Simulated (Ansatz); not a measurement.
CF3, SMILES F[C+](F)F, charge +1.

Coordinates come from a B3LYP-D3(BJ)/def2-TZVP optimisation.

Two levels are set side by side: PBE/def2-SVPD (Ansatz, a first-principles code) and CAM-B3LYP/def2-SVPD (Ansatz). Energy differences of separate SCF runs at the same geometry; the states with an electron removed or added have multiplicity 2 and 2. Differences are taken from unrounded values.

```csv
quantity,CAM-B3LYP
vertical ionisation energy (eV),25.55
vertical electron affinity (eV),7.71
vertical singlet–triplet gap (eV),8.36
```

**Question.** What does PBE give, and how far is it from CAM-B3LYP? (An estimate is asked for; the answer gives what the named calculation found.)

**Answer.** 
```csv
quantity,PBE,PBE minus CAM-B3LYP
vertical ionisation energy (eV),24.38,-1.17
vertical electron affinity (eV),7.24,-0.47
vertical singlet–triplet gap (eV),7.73,-0.63
```
